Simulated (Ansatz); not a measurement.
Which level was it?

BI3 has 4 atoms, charge 0, and is taken as a singlet. SMILES: `IB(I)I`. Geometry: relaxed at PBE0-D4/def2-TZVP.

```
atom    x (Å)    y (Å)    z (Å)
   I  -1.3085  -0.2952   1.6156
   B   0.0139  -0.0151  -0.0051
   I   1.8768  -1.0063  -0.0303
   I  -0.5265   1.2563  -1.6005
```

Orbital energies are those of the mean-field step.

A calculation with Ansatz 0.2.0 gave:

| Item | Value |
| --- | --- |
| total energy | -917.1318 Eh |
| HOMO energy | -8.17 eV |
| LUMO energy | -1.17 eV |
| HOMO–LUMO gap | 7.00 eV |

Problem. Which of these levels gave the numbers?
A. MP2/STO-3G
B. CCSD/STO-3G
C. B2PLYP/def2-SVP (density fitting with def2-universal-jkfit, core potential, def2-SVP-rifit for correlation)
D. CCSD(T)/STO-3G

Solution. C. The others give -20576.6097 Eh (MP2/STO-3G), -20576.6219 Eh (CCSD(T)/STO-3G), -20576.6185 Eh (CCSD/STO-3G).
